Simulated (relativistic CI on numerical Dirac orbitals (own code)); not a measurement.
## Hyperfine structure of Ru¹⁹⁺, mass number 99

Calculated at this level of theory: Dirac-Coulomb-Breit CI, separate exchange-only KLI orbitals for each configuration, a model potential for QED, unscaled Slater integrals (own radial code, finite nucleus).

Configuration list (outside the closed core [Ne]): 3s2 3p6 3d7, 3s2 3p5 3d8, 3s2 3p4 3d9, 3s 3p6 3d8, 3p6 3d9, 3s 3p5 3d9, 3s2 3p6 3d6 4s, 3s2 3p6 3d6 4p, 3s2 3p6 3d6 4d, 3s2 3p6 3d6 4f, 3s2 3p6 3d5 4s2, 3s2 3p5 3d7 4s, 3s2 3p4 3d8 4s, 3s2 3p6 3d5 4s 4p, 3s2 3p5 3d7 4p, 3s2 3p6 3d6 5s. Levels of other configurations are missing.

Nuclear spin I = 5/2, μ = -0.641 μN, Q = 0.079 b (tables of Stone and Pyykkö). The electronic factors are computed for point nuclear moments, without core polarisation or the Bohr-Weisskopf and QED corrections.

```json
{"Level": "3s2 3p6 3d7 4F_9/2", "E (cm⁻¹)": "0.0", "A (MHz)": "-1289", "B (MHz)": "347"}
{"Level": "3s2 3p6 3d7 4F_7/2", "E (cm⁻¹)": "28926.0", "A (MHz)": "-1426", "B (MHz)": "274"}
{"Level": "3s2 3p6 3d7 4F_5/2", "E (cm⁻¹)": "39279.7", "A (MHz)": "-1604", "B (MHz)": "290"}
{"Level": "3s2 3p6 3d7 4F_3/2", "E (cm⁻¹)": "43287.4", "A (MHz)": "-2135", "B (MHz)": "6.49"}
{"Level": "3s2 3p6 3d7 4P_5/2", "E (cm⁻¹)": "70983.4", "A (MHz)": "-731.8", "B (MHz)": "-592"}
{"Level": "3s2 3p6 3d7 2G_9/2", "E (cm⁻¹)": "73934.3", "A (MHz)": "-1677", "B (MHz)": "-338"}
{"Level": "3s2 3p6 3d7 4P_1/2", "E (cm⁻¹)": "82873.6", "A (MHz)": "932.3", "B (MHz)": ""}
{"Level": "3s2 3p6 3d7 2G_7/2", "E (cm⁻¹)": "97664.8", "A (MHz)": "-2241", "B (MHz)": "-223"}
```

Levels with J = 0, under 50 % of one LS term, or S terms without an open s electron are left out. Small factors come from cancelling terms and can be off by tens of per cent or more.

At this charge energies of transitions that change n are usually good to better than 1 %, and those within a shell (Δn = 0) to a few per cent. Terms inside the open d or f shell come out 10 to 20 % too wide with unscaled integrals.

(1) Give the hyperfine levels of 3s2 3p6 3d7 4F_9/2 relative to its centre of gravity.

Results:

(1) With K = F(F + 1) − I(I + 1) − J(J + 1), E = AK/2 + B[¾K(K + 1) − I(I + 1)J(J + 1)]/[2I(2I − 1)J(2J − 1)]: F = 2: 17890, F = 3: 13920, F = 4: 8660, F = 5: 2155, F = 6: -5555, F = 7: -14420 MHz.

LS names give the leading component of a level, which can be under half, so a name can repeat, a term be missing and a line seem to break the LS rules.
